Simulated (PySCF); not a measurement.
These compounds are isomers of formula C7H8O2.

A. `C#C[C@H]1CCC(=O)OC1`
B. `CCC1C(=O)C=CC1=O`
C. SMILES C=C(C)C=C(C=O)C=O
D. `CO[C@@H]1C[C@@H]1C#CC=O`

Spectrum 1. 13C{1H} NMR (computed): δ 198.4 (CH), 194.9 (CH), 159.8 (CH), 150.4 (C), 145.2 (CH2), 136.8 (C), 26.3 (CH3).

Spectrum 2. 13C{1H} NMR (computed): δ 179.5 (CH), 109.5 (C), 86.3 (C), 66.1 (CH), 60.5 (CH3), 21.5 (CH2), 10.6 (CH).

Spectrum 3. 13C{1H} NMR (computed): δ 169.6 (C), 86.8 (C), 79.0 (CH), 74.6 (CH2), 33.1 (CH2), 32.9 (CH2), 28.2 (CH).

Spectrum 4. 13C{1H} NMR (computed): δ 211.8 (C), 155.4 (CH), 53.5 (CH), 29.3 (CH2), 14.6 (CH3).

Calculated, not measured (PySCF 2.14.0 with density-fitted response routines): GIAO PBE0/pcSseg-1 shieldings, structure optimised with GFN2-xTB. Rapidly exchanging positions averaged, single conformer, no solvent model, no relativistic terms.

δ = σ(ref) − σ, references computed at the same level: TMS for 13C (186.93 ppm). Shifts are as computed. Against solution values, carbons near 30 ppm lie about +3 ppm off and those near 130 ppm about +5 ppm. Of 1211 compounds with measured shifts, 218 miss one by over three times the rms of a fit or turn the order of signals round; such compounds aren't used in these exercises.

Match each spectrum to its structure.

Results:

1–C, 2–D, 3–A, 4–B.

- Spectrum 1 (C): 7 13C signals; δC 198.4 is an aldehyde carbonyl carbon; δC 194.9 is an aldehyde carbonyl carbon.
- Spectrum 2 (D): 7 13C signals; δC 179.5 is an aldehyde carbonyl carbon; δC 86.3 is an alkyne carbon.
- Spectrum 3 (A): 7 13C signals; δC 169.6 is an ester carbonyl carbon; δC 86.8 is an alkyne carbon.
- Spectrum 4 (B): 5 13C signals; δC 211.8 is a ketone carbonyl carbon; δC 155.4 is a β carbon of a C=C–C=O unit.
